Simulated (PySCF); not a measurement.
Al(F)(OH)(SeH) (AlFH2OSe), SMILES [OH][Al]([F])[SeH]. Atoms are numbered in the order given.

```xyz
6

Al    -0.0299    -0.9806     0.0000
F     -1.4909    -1.7766     0.0000
O      1.4339    -1.8287     0.0000
H      1.5407    -2.7843     0.0000
Se    -0.0195     1.3186     0.0000
H      1.4577     1.3190     0.0000
```

Coordinates come from a B3LYP-D3(BJ)/def2-SVP optimisation. Other conformers were not sampled.

Level of theory: IEF-PCM-B3LYP/def2-SVP (PySCF).

The values are the electrostatic part of the solvation free energy, E(continuum) − E(gas) at the gas-phase geometry, in a cavity of scaled van der Waals radii (PySCF's table); cavitation and dispersion terms are not included. A continuum can't describe solvent molecules that bind to the metal. In vacuum the orbital gap is 6.16 eV. The dipole moment in vacuum is 1.71 D.

```json
[
 {"solvent": "water", "ε": "78.36", "ΔG(elec) (kcal/mol)": "-7.9", "dipole (D)": "2.20", "gap (eV)": "6.38"},
 {"solvent": "diethylether", "ε": "4.24", "ΔG(elec) (kcal/mol)": "[?]", "dipole (D)": "[?]", "gap (eV)": "[?]"},
 {"solvent": "toluene", "ε": "2.37", "ΔG(elec) (kcal/mol)": "-3.7", "dipole (D)": "1.93", "gap (eV)": "6.25"}
]
```

Q: Complete the blanks. (An estimate is asked for; the answer gives what the named calculation found.)

A: 
- diethylether, ΔG(elec) (kcal/mol): -5.4
- diethylether, dipole (D): 2.04
- diethylether, gap (eV): 6.30
